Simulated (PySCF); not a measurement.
## Niobium: a sound run and one with changed settings

Sound run: Nb²⁺ [Kr] 4d3, Nb³⁺ [Kr] 4d2. Computed with PySCF 2.14 in def2-TZVP with the def2 core potential (28 electrons), with a scalar-relativistic core potential. The sound run starts from symmetry-adapted Hartree-Fock orbitals and uses a fine grid where one is needed.

Changed run: 6 angular points. This setting is unsound on purpose.

```csv
species,method,sound run (hartree),changed run (hartree),converged
Nb²⁺,UHF,-55.62675,-55.62675,yes
Nb²⁺,PBE,-56.04257,-55.87849,yes
Nb²⁺,r2SCAN,-56.07149,-56.07542,yes
Nb³⁺,UHF,-54.73536,-54.73536,yes
Nb³⁺,PBE,-55.10933,-57.11779,yes
Nb³⁺,r2SCAN,-55.13936,-57.63586,yes
```

Ionisation energy of Nb²⁺:

| method | sound run (eV) | changed run (eV) |
| --- | --- | --- |
| UHF | 24.256 | 24.256 |

A coarse angular grid integrates products of high-l functions wrongly, so density functionals can shift, and the SCF can exploit the error; Hartree-Fock and MP2 need no grid.

For comparison, NIST gives 25.04 eV between the lowest levels.
